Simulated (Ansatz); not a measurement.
Geometry optimisation, RKS revPBE/6-31G (Ansatz).

Input:

```yaml
crystal:
  periodic: [false, false, false]
  atoms:
    - { symbol: Al, position_ang: [-0.531881, 0.473258, 0.378168] }
    - { symbol: "N", position_ang: [1.170802, 0.394203, 1.181137] }
    - { symbol: C, position_ang: [-1.816295, -1.018964, 0.238332] }
    - { symbol: Cl, position_ang: [-1.031101, 2.567488, -0.223036] }
    - { symbol: H, position_ang: [1.914235, 0.044668, -0.987076] }
    - { symbol: O, position_ang: [1.579639, -0.077358, -1.905621] }
    - { symbol: H, position_ang: [1.68983, 1.229641, 1.45206] }
    - { symbol: H, position_ang: [1.530288, -0.451242, 1.625739] }
    - { symbol: H, position_ang: [-2.557435, -0.979593, 1.056928] }
    - { symbol: H, position_ang: [-1.285697, -1.986228, 0.291342] }
    - { symbol: H, position_ang: [-2.361108, -0.973139, -0.720431] }
    - { symbol: H, position_ang: [1.698624, 0.777366, -2.387342] }
basis:
  gaussian: { orbitals: "6-31G" }
hamiltonian:
  xc: revpbe
relax:
  f_tol: 0.03
  max_steps: 50
```

Command:

```bash
$ ansatz run input.yaml --threads 1 --pin off --max-ram 2048MiB --backend cpu --events-out ev --progress --plain --runs-dir out
```

Task: Where does it end, and by what steps?

Result: The run converged. The force dipped under the threshold on the way, but the program's further checks kept it going. Limits of this set-up: no polarisation functions. After 22 steps the energy has fallen by 1.666 eV; H5 moved furthest, 1.37 Å. Parted: H5–O6. Joined: Al1–O6, N2–H5.

```json
{"step": "0", "energy less start (eV)": "0.0000", "largest force component (eV/Å)": "1.189", "accepted": "yes"}
{"step": "1", "energy less start (eV)": "-0.1218", "largest force component (eV/Å)": "0.806", "accepted": "yes"}
{"step": "2", "energy less start (eV)": "-0.2886", "largest force component (eV/Å)": "1.071", "accepted": "yes"}
{"step": "3", "energy less start (eV)": "-0.5611", "largest force component (eV/Å)": "0.667", "accepted": "yes"}
{"step": "4", "energy less start (eV)": "-0.6557", "largest force component (eV/Å)": "1.243", "accepted": "yes"}
{"step": "5", "energy less start (eV)": "-0.7296", "largest force component (eV/Å)": "0.558", "accepted": "yes"}
{"step": "6", "energy less start (eV)": "-0.7478", "largest force component (eV/Å)": "0.358", "accepted": "yes"}
{"step": "7", "energy less start (eV)": "-0.7701", "largest force component (eV/Å)": "0.306", "accepted": "yes"}
{"step": "8", "energy less start (eV)": "-0.7879", "largest force component (eV/Å)": "0.917", "accepted": "yes"}
{"step": "9", "energy less start (eV)": "-0.8671", "largest force component (eV/Å)": "2.379", "accepted": "yes"}
{"step": "10", "energy less start (eV)": "-0.9873", "largest force component (eV/Å)": "3.364", "accepted": "yes"}
{"step": "11", "energy less start (eV)": "-1.2570", "largest force component (eV/Å)": "2.542", "accepted": "yes"}
{"step": "12", "energy less start (eV)": "-1.4721", "largest force component (eV/Å)": "1.513", "accepted": "yes"}
{"step": "13", "energy less start (eV)": "-1.5816", "largest force component (eV/Å)": "0.573", "accepted": "yes"}
{"step": "14", "energy less start (eV)": "-1.6072", "largest force component (eV/Å)": "1.047", "accepted": "yes"}
{"step": "15", "energy less start (eV)": "-1.6492", "largest force component (eV/Å)": "0.272", "accepted": "yes"}
{"step": "16", "energy less start (eV)": "-1.6570", "largest force component (eV/Å)": "0.145", "accepted": "yes"}
{"step": "17", "energy less start (eV)": "-1.6627", "largest force component (eV/Å)": "0.064", "accepted": "yes"}
{"step": "18", "energy less start (eV)": "-1.6640", "largest force component (eV/Å)": "0.156", "accepted": "yes"}
{"step": "19", "energy less start (eV)": "-1.6652", "largest force component (eV/Å)": "0.033", "accepted": "yes"}
{"step": "20", "energy less start (eV)": "-1.6656", "largest force component (eV/Å)": "0.008", "accepted": "yes"}
{"step": "21", "energy less start (eV)": "-1.6658", "largest force component (eV/Å)": "0.033", "accepted": "yes"}
{"step": "22", "energy less start (eV)": "-1.6659", "largest force component (eV/Å)": "0.015", "accepted": "yes"}
```

```xyz
12
Properties=species:S:1:pos:R:3
Al -0.182 0.382 -0.400
N 1.354 0.337 0.972
C -1.566 -0.971 0.048
Cl -0.842 2.545 -0.077
H 2.163 0.201 0.347
O 1.009 0.153 -1.711
H 1.416 1.247 1.445
H 1.293 -0.421 1.660
H -2.030 -0.768 1.031
H -1.144 -1.994 0.064
H -2.377 -0.960 -0.703
H 0.907 0.250 -2.675
```

Time of the run: 2.5 min on 1 thread of Intel(R) Xeon(R) Platinum 8259CL CPU @ 2.50GHz (Skylake/Cascade Lake), on a shared host, peak memory 0.21 GiB.
